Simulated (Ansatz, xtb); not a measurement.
Relative energy of two isomers of C3H6BF

Structure I: `B[C@@H]1C[C@@H]1F`, a singlet. Structure II: `B[C@@H]1C[C@H]1F`, a singlet. Both are isolated molecules in the gas phase, relaxed with r2SCAN-D4/def2-SVP; the shapes shown needn't be the lowest conformers.

I (Å):

```xyz
11

C     0.8144    1.9595    0.9449
C     1.3407    0.7631    1.8095
C     0.2371    0.5671    0.8648
B     1.8589    2.4623   -0.0577
F     0.4751   -0.1747   -0.2528
H     2.0979    3.6427   -0.1589
H     2.4889    1.6693   -0.7151
H     0.1962    2.6743    1.4997
H     1.1407    0.8001    2.8841
H     2.3109    0.3472    1.5228
H    -0.7861    0.4248    1.2320
```

II (Å):

```xyz
11

C     1.3899    1.2006    0.3634
C     0.2194    0.7036    1.2516
C     1.5029    1.0201    1.8787
B     1.3619    2.6219   -0.2003
F     2.2790   -0.0190    2.2911
H     0.8090    3.4928    0.4365
H     1.8805    2.9019   -1.2548
H     1.8946    0.3905   -0.1753
H    -0.6305    1.3749    1.4005
H    -0.0239   -0.3577    1.1521
H     1.6272    1.8999    2.5190
```

**Question.** Estimate which is lower in electronic energy at CCSD(T)/def2-SVP + ΔMP2/def2-TZVPP, and by roughly how much.

**Answer.** Too close to call at this level: CCSD(T)/def2-SVP + ΔMP2/def2-TZVPP gives E(II) − E(I) = +0.03 kcal/mol.

The same difference at several levels:

```tsv
level	geometry	E(II) − E(I) (kcal/mol)	departure from the last row (kcal/mol)	job, with rough time for the two
GFN2-xTB	GFN2-xTB	−0.52	−0.56	optimisation, 0.13 s
HF/STO-3G	GFN2-xTB	−0.09	−0.12	single point, 0.2 s
r2SCAN-D4/def2-SVP//GFN2-xTB	GFN2-xTB	−0.01	−0.04	single point, 1.7 s
r2SCAN-D4/def2-SVP	r2SCAN-D4/def2-SVP	+0.32	+0.29	optimisation, 26 s
HF/def2-SVP	r2SCAN-D4/def2-SVP	+0.34	+0.31	part of the CCSD(T) run
MP2/def2-SVP	r2SCAN-D4/def2-SVP	+0.59	+0.56	part of the CCSD(T) run
CCSD(T)/def2-SVP	r2SCAN-D4/def2-SVP	+0.54	+0.51	single point
CCSD(T)/def2-SVP + ΔMP2/def2-TZVPP	r2SCAN-D4/def2-SVP	+0.03		single point, 16 s
```

As drawn, both hold the same kinds of bond in the same numbers.

The largest departure from CCSD(T)/def2-SVP + ΔMP2/def2-TZVPP is that of MP2/def2-SVP, 0.56 kcal/mol. The last row adds to CCSD(T) the change of the MP2 difference between the two basis sets, here −0.51 kcal/mol.

With harmonic frequencies from r2SCAN-D4/def2-SVP (ideal gas, rigid rotor, one conformer each, 298.15 K, 1 atm): on the last row, ΔE + ΔZPE = −0.06, ΔH = −0.02, ΔG = −0.14 kcal/mol.

The correlated steps freeze 5 core orbitals. Run with Ansatz 0.2.0, xtb 6.7.1; the last row on 2 threads of Intel(R) Xeon(R) 6975P-C (Granite Rapids) on a shared host.
